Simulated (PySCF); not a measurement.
**Assigning NMR signals**

Bonds (- single, = double, # triple, : aromatic): C1#C2, C2-C3, C3-C4, C4-Si5, Si5-C6, C6=C7, C7-O8, O8-C9, Si5-C3. C1 carries H10; C3 carries H11; C4 carries H12, H13; Si5 carries H14; C6 carries H15; C7 carries H16; C9 carries H17, H18, H19. Stereochemistry as in C#C[C@@H]1C[Si@@H]1/C=C\OC. H13 is cis to C2 on the ring; H12 is trans to C2 on the ring.

PySCF 2.14.0 with density-fitted response routines calculation with HF/pcSseg-1 with gauge-including orbitals and structure optimised with PBE0-D3(BJ)/def2-SVP; rapidly exchanging positions averaged, one conformer, no relativistic terms, no solvent.

Shifts are taken against calculated references (same method and geometry level): TMS for ¹³C and ¹H.

(1) Assign these signals to the numbered atoms. ¹³C{¹H} NMR (computed): δ 173.7, 92.4, 90.5, 72.3, 53.6, 0.5, -11.8.

(2) Assign these signals to the numbered atoms. ¹H NMR (500 MHz, computed): δ 6.82 (d, 1H), 4.29 (m, 1H), 3.57 (m, 1H), 3.42 (s, 3H), 2.23 (d, 1H), 0.88 (m, 1H), 0.61 (m, 1H), 0.39 (m, 1H).

## Answers

(1) 
173.7 → C7, alkene carbon bearing oxygen: an sp2 carbon further deshielded by the attached heteroatom
92.4 → C6, β carbon of an enol-ether or enamine type C=C: the O or N lone pair pushes π density onto this β carbon and shields it
90.5 → C2, alkyne carbon: the triple bond shields along its axis, which puts it between sp3 and sp2 carbons
72.3 → C1, terminal alkyne carbon: sp carbons lie upfield of alkene carbons because the cylindrical π system leaves one tensor component strongly shielded
53.6 → C9, methyl carbon bonded to O: pulled downfield by the heteroatom
0.5 → C4, three-membered-ring carbon: carbons of three-membered rings are unusually shielded
-11.8 → C3, three-membered-ring carbon

C6 and C2 lie closer than the usual error of such a calculation, so a measured spectrum could show them in the other order.

(2) 
6.82 → H16, hydrogen on an alkene carbon bearing oxygen: olefinic region
4.29 → H15, hydrogen on a β carbon of an enol-ether or enamine type C=C: lone-pair donation from O or N shields it, upfield of ordinary alkene protons
3.57 → H14, hydrogen on a silicon bonded to 3 C, in a 3-membered ring
3.42 → H17/H18/H19, hydrogen on a methyl carbon bonded to O: its carbon carries O, hence the downfield position
2.23 → H10, hydrogen on a terminal alkyne carbon: it lies on the axis of the triple bond, in its shielding cone
0.88 → H11, hydrogen on a three-membered-ring carbon: cyclopropane-type protons are shielded by the ring
0.61 → H12, hydrogen on a three-membered-ring carbon
0.39 → H13, hydrogen on a three-membered-ring carbon

Shifts are as computed. Against solution values, carbons near 30 ppm lie about -0 ppm off and those near 130 ppm about +7 ppm. Of 1211 compounds with measured shifts, 218 miss one by over three times the rms of a fit or turn the order of signals round; such compounds aren't used in these exercises. No couplings were computed; multiplicities are counted from neighbouring protons, with m where these are inequivalent, close in shift, in a saturated or five-membered ring or joined by F or P, and br s for small geminal =CH2 splittings.
